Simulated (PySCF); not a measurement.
Geometry (Å), atoms numbered from 1 in this order:
```xyz
16

N    -1.051   -1.261   -1.779
C    -1.114   -0.763   -0.747
C    -1.238   -0.121    0.507
C    -2.553    0.459    0.822
N    -3.610    0.426    0.142
C    -0.188   -0.059    1.349
Si    1.524   -0.761    0.982
Si    2.623    0.685   -0.462
H    -2.602    0.977    1.777
H    -3.543   -0.067   -0.749
H    -0.349    0.466    2.284
H     2.144   -0.908    2.305
H     1.316   -2.111    0.448
H     3.828    0.054   -1.001
H     1.765    1.083   -1.579
H     3.042    1.910    0.225
```

[PySCF 2.14: coordinates at the GFN2-xTB level; σ from GIAO-PBE0/pcSseg-1; rapidly exchanging positions averaged; one conformer; gas phase; non-relativistic]

Shifts are taken against calculated references (same method and geometry level): ¹³C and ¹H and ²⁹Si vs TMS; ¹⁵N vs NH3.

```json
{"atoms": "H9", "nucleus": "¹H", "count": "1", "Hirshfeld charge": "0.05", "δ (ppm)": "7.94"}
{"atoms": "H14/H15/H16", "nucleus": "¹H", "count": "3", "Hirshfeld charge": "-0.07", "δ (ppm)": "?"}
{"atoms": "C4", "nucleus": "¹³C", "count": "1", "Hirshfeld charge": "0.05", "δ (ppm)": "167.3"}
{"atoms": "Si8", "nucleus": "²⁹Si", "count": "1", "Hirshfeld charge": "0.23", "δ (ppm)": "-116.4"}
{"atoms": "C2", "nucleus": "¹³C", "count": "1", "Hirshfeld charge": "0.08", "δ (ppm)": "119.5"}
{"atoms": "H12/H13", "nucleus": "¹H", "count": "2", "Hirshfeld charge": "-0.07", "δ (ppm)": "4.43"}
{"atoms": "C6", "nucleus": "¹³C", "count": "1", "Hirshfeld charge": "-0.09", "δ (ppm)": "?"}
{"atoms": "C3", "nucleus": "¹³C", "count": "1", "Hirshfeld charge": "0.01", "δ (ppm)": "136.8"}
{"atoms": "H10", "nucleus": "¹H", "count": "1", "Hirshfeld charge": "0.11", "δ (ppm)": "11.62"}
{"atoms": "N5", "nucleus": "¹⁵N", "count": "1", "Hirshfeld charge": "-0.21", "δ (ppm)": "?"}
{"atoms": "H11", "nucleus": "¹H", "count": "1", "Hirshfeld charge": "0.06", "δ (ppm)": "7.48"}
{"atoms": "Si7", "nucleus": "²⁹Si", "count": "1", "Hirshfeld charge": "0.25", "δ (ppm)": "?"}
{"atoms": "N1", "nucleus": "¹⁵N", "count": "1", "Hirshfeld charge": "-0.19", "δ (ppm)": "337.7"}
```

Estimate the values marked ?.

Answers


- C6: 163.1 ppm, carbon bonded to C, Si, H
- H14/H15/H16: 3.59 ppm, hydrogen on a silicon bonded to Si
- N5: 364.1 ppm, nitrogen bonded to C, H
- Si7: -82.1 ppm, silicon bonded to C, Si, 2 H

OH/NH shifts are gas-phase values; hydrogen bonding in solution moves them, usually downfield. Shifts are as computed. Against solution values, carbons near 30 ppm lie about +3 ppm off and those near 130 ppm about +5 ppm. Of 1309 compounds with measured shifts, 239 miss one by over three times the rms of a fit or turn the order of signals round; such compounds aren't used in these exercises. Experimental scales use liquid or dissolved standards, which lie at an offset from isolated NH3 (liquid NH3: subtract about 20 ppm). Unscaled 15N shifts of sp2 nitrogen come out 20 to 40 ppm too high even then.
